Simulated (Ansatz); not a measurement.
# Isomers

Structures of AlBH4Se, singlet, relaxed at PBE0-D4/def2-TZVP (vibrations not checked; lower isomers may exist, and structures with a doubtful reference or unclear bonds are left out). Ansatz 0.2.0; basis: def2-TZVPP; cores frozen in the correlated methods. Filled d shells of the heavier atoms are correlated. The def2 sets are not built for correlating such inner shells, so the correlated values are less sure here. B3LYP uses VWN-RPA correlation.

(1) Rank them by CCSD(T) energy, lowest first, and give each one's height above the lowest. Links in brackets join atoms within 1.22 times the sum of their covalent radii (1.1 for two metals). (An estimate is asked for; the value comes from the calculation.)
A.
AlBH₄Se ([BH2][AlH][SeH])
```
7
angstrom
B -1.5487 0.3974 -0.5320
Al 0.3081 0.1310 0.4495
Se 1.8844 -1.2326 -0.5878
H -2.4850 -0.3271 -0.3428
H -1.7424 1.2829 -1.3165
H 0.7240 0.7797 1.8379
H 2.8596 -1.0313 0.4917
```
B.
AlBH₄Se ([BH2][Se][AlH2])
```
7
angstrom
B -1.5130 0.0040 -0.5511
Se -0.7745 0.4136 1.1769
Al 1.4568 0.0187 0.6109
H -0.8107 -0.3253 -1.4560
H -2.6954 0.0962 -0.6679
H 2.5351 0.2284 1.7484
H 1.8016 -0.4355 -0.8613
```
C.
a complex of AlBH₂Se ([BH]1[AlH][Se]1) + H₂
```
7
angstrom
B -1.0156 0.4356 -0.1408
Se -1.0214 -0.5734 1.5148
Al 0.8601 0.4840 0.5825
H 2.1193 -1.3023 -0.3028
H -1.9446 0.6421 -0.8513
H 2.2967 0.8234 1.1253
H 1.5274 -1.2463 -0.7707
```

(2) Do PBE-D4, r2SCAN-D4, PBE0-D4, B3LYP-D4, wB97M-V, HF, MP2 give the same order? (A judgement: the text doesn't fix the answer.)

No T1 diagnostic of these runs exceeds 0.015.

For scale, one of the runs: CCSD(T)/def2-TZVPP, 177 basis functions, launched by `ansatz run in.yaml --threads 2 --pin off --events-out ev --progress --plain --max-ram 4352MiB`. The run took 45 s on 2 CPU threads of an Arm Neoverse V1 (shared host), with 1.5 GiB of host memory at its peak.

## Answers

(1) By the calculation: B (0.0 kJ/mol), A (105.1 kJ/mol), C (145.1 kJ/mol). Heights count from the lowest.

(2) The calculation gives: All do.
